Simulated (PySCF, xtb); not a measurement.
AuF5, SMILES [F][Au]([F])([F])([F])[F], multiplicity 1.

Harmonic wavenumbers (cm⁻¹) from GFN2-xTB in xtb at its own minimum, in rising order: 55, 75, 154, 211, 220, 233, 233, 388, 393, 439, 543, 544.

Problem. What does PySCF with PBE0-D3(BJ)/def2-SVP give at its own minimum? (Estimate from the structure and the level; the computed values follow.)

Solution. 28, 28, 178, 191, 233, 257, 257, 625, 629, 670, 690, 690. Paired by order, the mean absolute difference is 98 cm⁻¹ and the zero-point energies are 5.0 and 6.4 kcal/mol.
